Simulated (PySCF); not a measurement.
# Pm²⁺: excitation energy

Pm²⁺ [Xe] 4f5 (high-spin determinant) → Pm²⁺ [Xe] 4f4 6s1 (high-spin determinant), as a difference of total energies. All numbers are calculated (PySCF 2.14, the spin-free X2C one-electron Hamiltonian (Gaussian nucleus), in ANO-RCC-VTZP (8s7p5d3f2g1h, 104 functions)). Correlated levels: valence: [Kr] 4d10 frozen; valence and next inner shell: [Ar] 3d10 frozen. The calculations carry no spin-orbit coupling.

```tsv
method	excitation energy (eV)
UHF	2.593
MP2 (valence)	3.970
SCS-MP2 (valence)	3.366
MP2 (valence and next inner shell)	4.261
SCS-MP2 (valence and next inner shell)	3.649
```

Question: How much does correlation contribute at MP2 (valence and next inner shell)?

Answer: 4.261 − (2.593) = 1.668 eV, measured against UHF.

The basis was made for the ground configuration and has no added diffuse functions, so the excitation energy can come out too high.

The determinant of the lower state and of the upper state mixes LS terms, which raises its energy above the lowest term, most at the Hartree-Fock and MP2 levels.
